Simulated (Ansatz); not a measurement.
```csv
atom,x (Å),y (Å),z (Å)
Si,-0.0100,-0.0008,0.0791
H,1.4176,0.0053,-0.3659
H,-0.7138,1.2317,-0.3806
H,-0.7144,-1.2348,-0.3806
```

Basis set: 6-31G* (spherical functions). Left uncorrelated: 5 orbitals. Charge 0, multiplicity 2.

Computed with Ansatz (development build ahead of 0.2.0); each method stands on the lowest determinant of its kind that the runs found.

The atomization energy at this shape (free ground-state atoms in the same class of orbitals less the molecule, no zero-point energy) of doublet SiH₃:

```json
{"method": "UHF", "atomization energy": "175.09 kcal/mol"}
```

(1) What does UHF-MP2 give?

Answers

(1) 192.93 kcal/mol.
